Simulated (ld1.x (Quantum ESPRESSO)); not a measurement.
LDA (PZ) TM dataset for boron, scalar-relativistic all-electron reference.

```
Element                 : boron
Generator               : ld1.x (Quantum ESPRESSO) 7.5
Type                    : norm-conserving Troullier–Martins (Kleinman–Bylander form)
Functional              : LDA (PZ)
Relativity              : scalar-relativistic
Frozen core             : [He]
Valence charge          : 3
Reference configuration : 2s2 2p0 (charge +1)
Partial waves           : 2s (bound): rc 1.50 bohr; 2p (bound, empty): rc 2.00 bohr
Local potential         : all-electron potential smoothed inside 1.60 bohr (lloc = -1)
Core correction         : none
```

* Cutoffs needed: 21 Ry and 50 Ry (the cutoffs (Ry, on a coarse ladder) from which the occupation-weighted sum of valence levels, in a spherical-Bessel basis at the reference potential, stays within 10 and 1 mRy of its value at 400 Ry)
* Ghost test: no extra level below or beside the all-electron valence levels (s, p, d, f tested) (spherical-Bessel basis up to 400 Ry, 20 bohr box)
* Largest excitation error: +88 meV (all-electron minus pseudo) for 2s0 2p3, out of 7 test configurations
